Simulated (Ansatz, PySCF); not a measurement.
Gas-phase reaction in SMILES: CB(C)F [fluoro(dimethyl)borane] -> C[B]F + [CH3] (CH3) (the B-C bond at the site shown breaks; other sites are not compared here)
Geometries: B3LYP-D3(BJ)/def2-TZVP minima from Ansatz (a program for electronic structure). Frequencies are from Ansatz or PySCF.

Quantity: bond dissociation energy (enthalpy at 298 K, with B3LYP-D3(BJ) rigid-rotor harmonic-oscillator terms), in kJ/mol. Valence correlation only, unless marked. UHF or UKS for open shells. Spin-orbit coupling is left out. No relativistic terms. CBS marks a two-point X^-3 extrapolation of the correlation energy; Hartree-Fock from the larger set. The bracket is a focal-point correction in the basis named.

| level | program | bond dissociation energy (kJ/mol) |
|---|---|---|
| HF/aug-cc-pVTZ | Ansatz | 322.1 |
| HF-D4/def2-TZVPD | PySCF + dftd4 | 339.1 |
| SVWN5/def2-TZVPD | Ansatz | 498.0 |
| revPBE/def2-TZVPD | Ansatz | 403.0 |
| PBE0-D3(BJ)/def2-TZVPD | Ansatz + dftd3 | 431.4 |
| PBE0/def2-TZVP | Ansatz | 427.7 |
| BHLYP-D3(BJ)/def2-TZVPD | Ansatz + dftd3 | 421.9 |
| TPSSh-D3(BJ)/def2-TZVPD | PySCF + dftd3 | 413.2 |
| r2SCANh-D4/def2-TZVPD | Ansatz + dftd4 | 411.4 |
| B2GP-PLYP-D3(BJ)/def2-TZVPD | Ansatz + dftd3 | 433.7 |
| B2GP-PLYP-D4/def2-TZVPD | Ansatz + dftd4 | 433.2 |
| MP2/6-31G | Ansatz | 416.8 |
| MP2/aug-cc-pVDZ | Ansatz | 440.2 |
| MP2/cc-pVDZ | Ansatz | 441.0 |
| RI-MP2/aug-cc-pVQZ | Ansatz | 450.6 |
| RI-MP2/CBS(cc-pVTZ,cc-pVQZ) | Ansatz | 454.5 |
| CCSD/cc-pwCVTZ | Ansatz | 429.1 |
| CCSD(T)/6-31G* | Ansatz | 435.5 |
| CCSD(T)/cc-pVTZ | Ansatz | 436.8 |
| CCSD(T)/cc-pwCVTZ | Ansatz | 437.2 |
| RI-MP2/CBS(cc-pVTZ,cc-pVQZ)+[CCSD(T)-MP2]/cc-pVTZ | Ansatz | 444.3 |
